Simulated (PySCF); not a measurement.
Simulation results for CH7B2Ge, CH6BGeO, CH7BGeN, C2H7BGe and others

Calculation on a computer-drawn molecule: the log of a Hartree-Fock and frozen-core CCSD(T) single point meant for a local Hartree-Fock minimum, with one planted fault or none, to be diagnosed. Offsets are logged minus clean, where the clean run is the same molecule without the fault. The reference is restricted for singlets and unrestricted otherwise, and also for a bond in bohr or an excited solution. Adding or removing an electron swaps singlet and doublet. The excited solution moves the top pair (singlet) or top alpha electron (doublet) to the lowest empty orbital. Highest occupied and lowest empty are orbital energies over both spins, largest force is the largest gradient component, triples share is (T) over the correlation energy, the T1 limit is 0.02 restricted and 0.045 unrestricted, electrons count all cores, a negative frequency is imaginary (commonest isotopes), and the dipole is about the centre of nuclear charge; on germanium a core potential holds 10 electrons, which the energies leave out, and 3d is frozen in MP2 and coupled-cluster steps. Program: PySCF 2.14.0.

Common to all runs: meant basis cc-pVDZ; meant basis and core potential on germanium cc-pVDZ-PP ECP10MDF; logged SCF converged yes; possible faults no fault, one electron removed, one electron added, multiplicity raised by two, geometry at a saddle point, SCF held on an excited solution, minimal basis STO-3G, one bond length entered in bohr, all coordinates scaled.

```yaml
- entry: 1
  formula: CH7B2Ge
  logged_structure:
    atoms_angstrom:
      - [B, 0.7978, -1.3506, -1.0527]
      - [C, 1.1131, 0.1563, -1.2698]
      - [B, 0.1751, 1.2978, -0.8287]
      - [Ge, -0.3856, 2.8669, -2.1023]
      - [H, 1.3222, -2.1912, -1.7306]
      - [H, 0.015, -1.6855, -0.2058]
      - [H, 2.0029, 0.4093, -1.8463]
      - [H, -0.3017, 1.2807, 0.2744]
      - [H, -0.157, 4.2261, -1.4219]
      - [H, -1.8837, 2.7616, -2.4286]
      - [H, 0.3846, 2.8706, -3.4318]
  given:
    meant_charge: 0
    meant_multiplicity: 2
    logged_electrons: 56
    logged_basis_functions: 100
    logged_spin_squared: 0.0
    "logged_highest_occupied [eV]": -2.3472
    "logged_lowest_empty [eV]": 6.9937
    "logged_largest_force [hartree/bohr]": 0.053712
    logged_T1_diagnostic: 0.014729
    logged_D1_diagnostic: 0.053673
    logged_triples_share: 0.035293
    logged_CC_converged: "yes"
    "logged_dipole_magnitude [debye]": 7.2202
    logged_SCF_stable_within_its_kind: "yes"
    "logged_energy_HF [hartree]": -384.6525
    "logged_energy_CCSD(T) [hartree]": -385.15949
    drawn_bonds_atom: [1, 2, 3, 1, 1, 2, 3, 4, 4, 4]
    drawn_bonds_other_atom: [2, 3, 4, 5, 6, 7, 8, 9, 10, 11]
    drawn_bonds_order: [1, 1, 1, 1, 1, 1, 1, 1, 1, 1]
  results:
    planted_fault: "one electron added"
    "HF_energy_offset_from_clean_run [kcal/mol]": -20.21
    "CCSD(T)_energy_offset_from_clean_run [kcal/mol]": -53.04
- entry: 2
  formula: CH6BGeO
  logged_structure:
    atoms_angstrom:
      - [B, -0.7852, 2.5286, 0.3009]
      - [C, -0.0555, 1.4962, 1.1952]
      - [Ge, -0.9068, 0.1072, 2.2658]
      - [O, 0.1323, -1.3411, 2.3162]
      - [H, -1.9782, 2.4776, 0.1595]
      - [H, -0.1727, 3.3944, -0.2627]
      - [H, 1.0305, 1.536, 1.2727]
      - [H, -1.0278, 0.5242, 3.7286]
      - [H, -2.2714, -0.2516, 1.6692]
      - [H, 0.2197, -1.8043, 1.4959]
  given:
    meant_charge: 0
    meant_multiplicity: 2
    logged_electrons: 56
    logged_basis_functions: 95
    logged_spin_squared: 0.0
    "logged_highest_occupied [eV]": -17.485
    "logged_lowest_empty [eV]": -7.8718
    "logged_largest_force [hartree/bohr]": 0.054793
    logged_T1_diagnostic: 0.031469
    logged_D1_diagnostic: 0.13944
    logged_triples_share: 0.025359
    logged_CC_converged: "yes"
    "logged_dipole_magnitude [debye]": 6.3581
    logged_SCF_stable_within_its_kind: "yes"
    "logged_energy_HF [hartree]": -433.90986
    "logged_energy_CCSD(T) [hartree]": -434.438
    drawn_bonds_atom: [1, 2, 3, 1, 1, 2, 3, 3, 4]
    drawn_bonds_other_atom: [2, 3, 4, 5, 6, 7, 8, 9, 10]
    drawn_bonds_order: [1, 1, 1, 1, 1, 1, 1, 1, 1]
  results:
    planted_fault: "one electron removed"
    "HF_energy_offset_from_clean_run [kcal/mol]": 216.0
    "CCSD(T)_energy_offset_from_clean_run [kcal/mol]": 225.9
  notes: ["T1 above single-reference limit"]
- entry: 3
  formula: CH7BGeN
  logged_structure:
    atoms_angstrom:
      - [B, -2.1249, 0.4619, -0.9833]
      - [C, -0.8877, -0.023, -1.7012]
      - ["N", 0.3172, -0.2987, -1.1296]
      - [Ge, 0.7664, -0.1555, 0.6733]
      - [H, -3.1291, 0.6682, -1.6092]
      - [H, -2.1184, 0.6448, 0.2086]
      - [H, -0.9018, -0.1847, -2.7761]
      - [H, 1.0351, -0.6114, -1.7534]
      - [H, 0.62, 1.2896, 1.1372]
      - [H, 2.2313, -0.5944, 0.7152]
      - [H, -0.1035, -1.0904, 1.5066]
  given:
    meant_charge: 0
    meant_multiplicity: 2
    logged_electrons: 57
    logged_basis_functions: 100
    logged_spin_squared: 3.77
    "logged_highest_occupied [eV]": -4.541
    "logged_lowest_empty [eV]": -2.578
    "logged_largest_force [hartree/bohr]": 0.079536
    logged_T1_diagnostic: 0.032353
    logged_D1_diagnostic: 0.18234
    logged_triples_share: 0.030089
    logged_CC_converged: "yes"
    "logged_dipole_magnitude [debye]": 2.1461
    logged_SCF_stable_within_its_kind: "yes"
    "logged_energy_HF [hartree]": -414.15159
    "logged_energy_CCSD(T) [hartree]": -414.69342
    drawn_bonds_atom: [1, 2, 3, 1, 1, 2, 3, 4, 4, 4]
    drawn_bonds_other_atom: [2, 3, 4, 5, 6, 7, 8, 9, 10, 11]
    drawn_bonds_order: [1, 1, 1, 1, 1, 1, 1, 1, 1, 1]
  results:
    planted_fault: "multiplicity raised by two"
    "HF_energy_offset_from_clean_run [kcal/mol]": 168.2
    "CCSD(T)_energy_offset_from_clean_run [kcal/mol]": 173.6
- entry: 4
  formula: C2H7BGe
  logged_structure:
    atoms_angstrom:
      - [B, -1.2204, -0.5467, -0.5253]
      - [C, -0.5612, 0.6854, 0.0923]
      - [C, -0.2023, 0.7785, 1.5639]
      - [Ge, -0.255, 2.0055, -1.0728]
      - [H, -1.4883, -0.5791, -1.6997]
      - [H, -1.487, -1.5118, 0.1469]
      - [H, 0.492, -0.0187, 1.8435]
      - [H, 0.2626, 1.7287, 1.8374]
      - [H, -1.0923, 0.6574, 2.1874]
      - [H, 0.39, 3.3427, -0.7105]
      - [H, -0.6171, 1.9046, -2.5428]
  given:
    meant_charge: 0
    meant_multiplicity: 1
    logged_electrons: 57
    logged_basis_functions: 100
    logged_spin_squared: 0.8446
    "logged_highest_occupied [eV]": -0.28952
    "logged_lowest_empty [eV]": 7.3373
    "logged_largest_force [hartree/bohr]": 0.057901
    logged_T1_diagnostic: 0.019769
    logged_D1_diagnostic: 0.094753
    logged_triples_share: 0.033892
    logged_CC_converged: "yes"
    "logged_dipole_magnitude [debye]": 4.2721
    logged_SCF_stable_within_its_kind: "yes"
    "logged_energy_HF [hartree]": -397.79316
    "logged_energy_CCSD(T) [hartree]": -398.34475
    drawn_bonds_atom: [1, 2, 2, 1, 1, 3, 3, 3, 4, 4]
    drawn_bonds_other_atom: [2, 3, 4, 5, 6, 7, 8, 9, 10, 11]
    drawn_bonds_order: [1, 1, 2, 1, 1, 1, 1, 1, 1, 1]
  results:
    planted_fault: "one electron added"
    "HF_energy_offset_from_clean_run [kcal/mol]": 9.056
    "CCSD(T)_energy_offset_from_clean_run [kcal/mol]": -0.8889
- entry: 5
  formula: B2GeH6N
  logged_structure:
    atoms_angstrom:
      - [B, -3.1561, 2.5474, -0.412]
      - ["N", -2.1064, 1.5636, -0.5958]
      - [Ge, -0.4688, 1.9256, -1.1425]
      - [B, 0.9798, 0.4323, -1.3778]
      - [H, -2.8976, 3.6887, -0.6467]
      - [H, -4.2213, 2.1749, -0.0376]
      - [H, -2.3398, 0.6057, -0.3938]
      - [H, -0.2808, 3.4048, -1.4023]
      - [H, 1.0568, -0.0913, -2.4409]
      - [H, 1.6648, 0.183, -0.4402]
  given:
    meant_charge: 1
    meant_multiplicity: 1
    logged_electrons: 55
    logged_basis_functions: 95
    logged_spin_squared: 0.7676
    "logged_highest_occupied [eV]": -6.1141
    "logged_lowest_empty [eV]": 0.88516
    "logged_largest_force [hartree/bohr]": 0.069495
    logged_T1_diagnostic: 0.017688
    logged_D1_diagnostic: 0.081107
    logged_triples_share: 0.028168
    logged_CC_converged: "yes"
    "logged_dipole_magnitude [debye]": 2.0731
    logged_SCF_stable_within_its_kind: "yes"
    "logged_energy_HF [hartree]": -400.63935
    "logged_energy_CCSD(T) [hartree]": -401.12391
    drawn_bonds_atom: [1, 2, 3, 1, 1, 2, 3, 4, 4]
    drawn_bonds_other_atom: [2, 3, 4, 5, 6, 7, 8, 9, 10]
    drawn_bonds_order: [1, 1, 1, 1, 1, 1, 1, 1, 1]
  results:
    planted_fault: "one electron added"
    "HF_energy_offset_from_clean_run [kcal/mol]": -123.1
    "CCSD(T)_energy_offset_from_clean_run [kcal/mol]": -134.1
- entry: 6
  formula: BGeH4NO
  logged_structure:
    atoms_angstrom:
      - [B, -0.4461, -1.5568, -0.8262]
      - ["N", -0.4257, -0.5404, 0.1469]
      - [Ge, 1.1549, 0.1164, 0.9052]
      - [O, 0.4492, 1.3293, 2.0054]
      - [H, -1.4852, -1.9492, -1.2873]
      - [H, 0.5977, -2.0321, -1.194]
      - [H, -1.3161, -0.1682, 0.4288]
      - [H, -0.4876, 1.4608, 2.0535]
  given:
    meant_charge: 0
    meant_multiplicity: 1
    logged_electrons: 56
    logged_basis_functions: 85
    logged_spin_squared: 0.0
    "logged_highest_occupied [eV]": -5.0837
    "logged_lowest_empty [eV]": -3.897
    "logged_largest_force [hartree/bohr]": 0.065859
    "logged_dipole_magnitude [debye]": 0.72003
    logged_SCF_stable_within_its_kind: "no"
    "logged_energy_HF [hartree]": -449.38488
    drawn_bonds_atom: [1, 2, 3, 1, 1, 2, 4]
    drawn_bonds_other_atom: [2, 3, 4, 5, 6, 7, 8]
    drawn_bonds_order: [1, 1, 1, 1, 1, 1, 1]
  results:
    planted_fault: "SCF held on an excited solution"
    "HF_energy_offset_from_clean_run [kcal/mol]": 246.7
  notes: ["coupled-cluster numbers left out as unreliable"]
- entry: 7
  formula: BGeH4NO
  logged_structure:
    atoms_angstrom:
      - [B, -0.4461, -1.5568, -0.8262]
      - ["N", -0.4257, -0.5404, 0.1469]
      - [Ge, 1.1549, 0.1164, 0.9052]
      - [O, 0.4492, 1.3293, 2.0054]
      - [H, -1.4852, -1.9492, -1.2873]
      - [H, 0.5977, -2.0321, -1.194]
      - [H, -1.3161, -0.1682, 0.4288]
      - [H, -0.4876, 1.4608, 2.0535]
  given:
    meant_charge: 0
    meant_multiplicity: 1
    logged_electrons: 56
    logged_basis_functions: 85
    logged_spin_squared: 0.0
    "logged_highest_occupied [eV]": -10.195
    "logged_lowest_empty [eV]": 1.4966
    "logged_largest_force [hartree/bohr]": 1.9849e-05
    "logged_lowest_frequency [cm^-1]": 112.06
    logged_T1_diagnostic: 0.017092
    logged_D1_diagnostic: 0.053264
    logged_triples_share: 0.028008
    logged_CC_converged: "yes"
    "logged_dipole_magnitude [debye]": 1.547
    logged_SCF_stable_within_its_kind: "yes"
    "logged_energy_HF [hartree]": -449.77809
    "logged_energy_CCSD(T) [hartree]": -450.3496
    drawn_bonds_atom: [1, 2, 3, 1, 1, 2, 4]
    drawn_bonds_other_atom: [2, 3, 4, 5, 6, 7, 8]
    drawn_bonds_order: [1, 1, 1, 1, 1, 1, 1]
  results:
    planted_fault: "no fault"
    "HF_energy_offset_from_clean_run [kcal/mol]": 0.0
    "CCSD(T)_energy_offset_from_clean_run [kcal/mol]": 0.0
- entry: 8
  formula: B2GeH7N
  logged_structure:
    atoms_angstrom:
      - [B, -1.3228, 0.7165, 1.1404]
      - ["N", -1.5661, 0.2163, -0.174]
      - [B, -2.8682, -0.2188, -0.5621]
      - [Ge, -0.11, 0.1452, -1.3662]
      - [H, -0.2133, 1.0729, 1.4458]
      - [H, -3.0053, 0.8433, 2.6518]
      - [H, -3.0602, -0.643, -1.6705]
      - [H, -3.7738, -0.1607, 0.2224]
      - [H, -0.6231, -0.3675, -2.7075]
      - [H, 0.4692, 1.5525, -1.504]
      - [H, 0.9444, -0.7988, -0.7889]
  given:
    meant_charge: 0
    meant_multiplicity: 1
    logged_electrons: 56
    logged_basis_functions: 100
    logged_spin_squared: 0.6292
    "logged_highest_occupied [eV]": -9.2691
    "logged_lowest_empty [eV]": 2.0864
    "logged_largest_force [hartree/bohr]": 0.020477
    logged_T1_diagnostic: 0.058888
    logged_D1_diagnostic: 0.27513
    logged_triples_share: 0.033561
    logged_CC_converged: "yes"
    "logged_dipole_magnitude [debye]": 2.5174
    logged_SCF_stable_within_its_kind: "yes"
    "logged_energy_HF [hartree]": -401.19886
    "logged_energy_CCSD(T) [hartree]": -401.70871
    drawn_bonds_atom: [1, 2, 2, 1, 1, 3, 3, 4, 4, 4]
    drawn_bonds_other_atom: [2, 3, 4, 5, 6, 7, 8, 9, 10, 11]
    drawn_bonds_order: [1, 1, 1, 1, 1, 1, 1, 1, 1, 1]
  results:
    planted_fault: "one bond length entered in bohr, row 5 of the drawn bonds"
    "HF_energy_offset_from_clean_run [kcal/mol]": 76.76
    "CCSD(T)_energy_offset_from_clean_run [kcal/mol]": 75.42
  notes: ["T1 above single-reference limit"]
```
